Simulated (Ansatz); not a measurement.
GeCl₂O₂H₂⁻, that is Ge(OH)2Cl2 with one electron more. Charge -1, multiplicity 2. Geometry PBE0-D4/def2-SVP, that of the neutral singlet.

```xyz
7

Ge    0.058    0.078    0.071
O     0.496   -0.395   -1.548
H     1.436   -0.283   -1.730
O    -1.393   -0.815    0.441
H    -1.934   -0.389    1.115
Cl   -0.321    2.180    0.231
Cl    1.658   -0.376    1.420
```

At PBE-D4/def2-TZVPD, r2SCAN-D4/def2-TZVPD, PBE0-D4/def2-TZVPD the highest occupied level of the charge -1 doublet lies above zero (up to 1.74 eV). Energy differences put its binding near zero (-0.05 eV; vertical, against the charge 0 singlet, at r2SCAN-D4/def2-TZVPD), which leaves it undecided.

Task: Estimate the α-spin orbital energies around the gap (eV) in Ansatz with PBE-D4/def2-TZVPD, r2SCAN-D4/def2-TZVPD, PBE0-D4/def2-TZVPD.

Result: 
| orbital | PBE-D4/def2-TZVPD | r2SCAN-D4/def2-TZVPD | PBE0-D4/def2-TZVPD |
| --- | --- | --- | --- |
| HOMO−5 | -3.99 | -4.42 | -5.49 |
| HOMO−4 | -3.86 | -4.29 | -5.45 |
| HOMO−3 | -3.73 | -4.15 | -5.24 |
| HOMO−2 | -3.45 | -3.88 | -5.02 |
| HOMO−1 | -3.39 | -3.81 | -4.88 |
| HOMO | 1.69 | 1.74 | 1.37 |
| LUMO | 2.67 | 2.71 | 3.09 |
| LUMO+1 | 2.86 | 2.96 | 3.28 |
| LUMO+2 | 2.91 | 3.04 | 3.33 |
| LUMO+3 | 3.15 | 3.27 | 3.72 |
| LUMO+4 | 3.81 | 4.04 | 4.20 |
| LUMO+5 | 3.93 | 4.21 | 4.31 |
| β HOMO | -3.33 | -3.75 | -4.82 |
| β LUMO | 2.02 | 2.37 | 2.75 |
